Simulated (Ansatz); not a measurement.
`COc1ccc(-c2cc(C)c(-c3cc(C)c(-c4cc(C)c(-c5cc(C)c(-c6cc(C)c(-c7cc(C)c(-c8ccc(C(F)=C(F)F)cc8)s7)s6)s5)s4)s3)s2)cc1`. Charge 0, multiplicity 1. Geometry PBE-D4/def2-SVP, basis def2-TZVP, Ansatz.

| run | HOMO (eV) | LUMO (eV) |
| --- | --- | --- |
| A | -4.19 | -2.81 |
| B | -4.85 | -2.31 |
| C | -4.27 | -2.79 |
| D | -4.42 | -3.04 |

Single mean-field runs in def2-TZVP are fitted with def2-universal-jkfit.

Task: The runs used LDA (SPW92), PBE, PBE0, r2SCAN. Estimate which is which.

Result: A PBE (0 % exact exchange); B PBE0 (25 % exact exchange); C r2SCAN (0 % exact exchange); D LDA (SPW92) (0 % exact exchange). Exact exchange lowers occupied and raises empty levels; among semilocal functionals meta-GGAs tend to open the gap a little, and such runs are hard to tell apart. The gap grows from 1.38 eV (LDA (SPW92)) to 2.54 eV (PBE0).
